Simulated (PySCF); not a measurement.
Compound: 4-fluoro-2-methylaniline, C₇H₈FN.
Z-matrix (Å and degrees, PBE0-D3(BJ)/def2-SVP geometry), rows numbered from 1:
```
C 
C   1  1.4985
C   2  1.3954  1  121.20
C   3  1.3885  2  120.70  1  -179.03
F   4  1.3383  3  119.45  2   179.92
C   4  1.3865  3  120.84  2    -0.08
C   6  1.3919  4  118.98  3    -0.23
C   7  1.4021  6  121.35  4     0.22
N   8  1.3871  2  120.09  1     1.91
H   1  1.0980  2  111.45  3     2.31
H   1  1.1031  2  111.10  3   122.92
H   1  1.1051  2  111.79  3  -117.67
H   3  1.0923  2  120.40  1     0.65
H   6  1.0913  4  119.69  3   179.99
H   7  1.0934  6  119.41  4  -179.93
H   9  1.0119  8  116.02  2   -29.95
H   9  1.0117  8  115.36  2  -164.05
```

Level: CAM-B3LYP/def2-SVPD in PySCF, non-relativistic, on one gas-phase PBE0-D3(BJ)/def2-SVP geometry that isn't relaxed in the solvent. The solvent is an IEF-PCM continuum (Bondi radii, 1.10 Å for H, scaled by 1.2), and excitations are vertical TDDFT with non-equilibrium linear response and a frozen core. Specific hydrogen bonds and non-electrostatic terms are outside this model.

Gas-phase singlets (H = HOMO, L = LUMO):

```csv
state,E (eV),λ (nm),f,leading configurations
S1,4.753,261,0.065,"H→L 89%, H-1→L+2 9%"
S2,5.511,225,0.013,H→L+1 87%
S3,5.689,218,0.082,"H→L+2 80%, H-1→L 16%"
S4,6.254,198,0.003,H→L+3 82%
S5,6.439,193,0.002,H→L+4 90%
```

Problem. How does the list change in chloroform (ε = 4.711)?

Solution. 
| state | E (eV) | λ (nm) | f | leading configurations | change by rank (eV) |
| --- | --- | --- | --- | --- | --- |
| S1 | 4.715 | 263 | 0.093 | H→L 91% | -0.038 |
| S2 | 5.601 | 221 | 0.146 | H→L+1 80%, H-1→L 13% | +0.090 |
| S3 | 5.708 | 217 | 0.006 | H→L+2 80% | +0.019 |
| S4 | 6.361 | 195 | 0.001 | H→L+3 85% | +0.107 |
| S5 | 6.497 | 191 | 0.004 | H→L+4 86% | +0.058 |

Problem. What are the lowest 5 singlets in acetonitrile (ε = 35.69)?

Solution. 
```json
{"state": "S1", "E (eV)": "4.720", "λ (nm)": "263", "f": "0.087", "leading configurations": "H→L 91%, H-1→L+1 8%", "change by rank (eV)": "-0.033"}
{"state": "S2", "E (eV)": "5.605", "λ (nm)": "221", "f": "0.139", "leading configurations": "H→L+1 84%, H-1→L 13%", "change by rank (eV)": "+0.094"}
{"state": "S3", "E (eV)": "5.758", "λ (nm)": "215", "f": "0.006", "leading configurations": "H→L+2 85%", "change by rank (eV)": "+0.069"}
{"state": "S4", "E (eV)": "6.361", "λ (nm)": "195", "f": "0.000", "leading configurations": "H→L+3 82%", "change by rank (eV)": "+0.107"}
{"state": "S5", "E (eV)": "6.579", "λ (nm)": "188", "f": "0.050", "leading configurations": "H→L+4 74%", "change by rank (eV)": "+0.140"}
```

Problem. The ground-state energy changes by -0.283 eV from gas to acetonitrile. By how much does the total energy of gas-phase S1 change?

Solution. E(S1) = E(S0) + excitation energy, so it changes by -0.283 − 0.033 = -0.316 eV: it is lowered more than the ground state, which is what a red shift means. This is the vertical state, with the slow part of the continuum still set for S0.

Problem. How do the frontier levels move from gas to acetonitrile?

Solution. 
```json
{"orbital": "LUMO+2", "gas (eV)": "1.40", "solvent (eV)": "1.49", "change (eV)": "+0.09", "Löwdin shares, gas": "C8 19 %, C4 18 %, C6 10 %, C2 10 %", "Löwdin shares, solvent": "C1 19 %, C3 9 %, C8 8 %, C4 7 %"}
{"orbital": "LUMO+1", "gas (eV)": "1.19", "solvent (eV)": "1.39", "change (eV)": "+0.20", "Löwdin shares, gas": "C1 19 %, H16 13 %, H17 10 %, N9 9 %", "Löwdin shares, solvent": "C8 20 %, C4 19 %, C6 11 %, C2 10 %"}
{"orbital": "LUMO", "gas (eV)": "0.74", "solvent (eV)": "0.76", "change (eV)": "+0.02", "Löwdin shares, gas": "C7 19 %, C3 18 %, C6 16 %, C2 16 %", "Löwdin shares, solvent": "C7 19 %, C3 18 %, C2 17 %, C6 16 %"}
{"orbital": "HOMO", "gas (eV)": "-7.10", "solvent (eV)": "-7.08", "change (eV)": "+0.02", "Löwdin shares, gas": "N9 22 %, C8 15 %, C4 15 %, C2 10 %", "Löwdin shares, solvent": "N9 24 %, C8 15 %, C4 15 %, C2 11 %"}
{"orbital": "HOMO-1", "gas (eV)": "-8.48", "solvent (eV)": "-8.48", "change (eV)": "0.00", "Löwdin shares, gas": "C3 21 %, C7 20 %, C6 18 %, C2 17 %", "Löwdin shares, solvent": "C3 22 %, C7 19 %, C6 18 %, C2 17 %"}
{"orbital": "HOMO-2", "gas (eV)": "-10.33", "solvent (eV)": "-10.32", "change (eV)": "+0.01", "Löwdin shares, gas": "N9 31 %, C4 12 %, C6 11 %, C3 11 %", "Löwdin shares, solvent": "N9 32 %, C4 13 %, C6 10 %, C3 10 %"}
{"orbital": "HOMO-3", "gas (eV)": "-11.12", "solvent (eV)": "-11.05", "change (eV)": "+0.07", "Löwdin shares, gas": "C4 12 %, F5 11 %, C6 11 %, C3 10 %", "Löwdin shares, solvent": "C2 12 %, C7 11 %, C8 11 %, C4 10 %"}
```

The HOMO–LUMO gap goes from 7.85 to 7.84 eV. Rows go by rank; for HOMO-3, LUMO+1 and LUMO+2 the atom shares or the degeneracy differ between the runs, so the row needn't follow one orbital.

Hardware: an Arm Neoverse V1 with one thread, no GPU, on a shared host. Cost: 91 s. This is the whole response run at CAM-B3LYP/def2-SVPD in acetonitrile, SCF included.
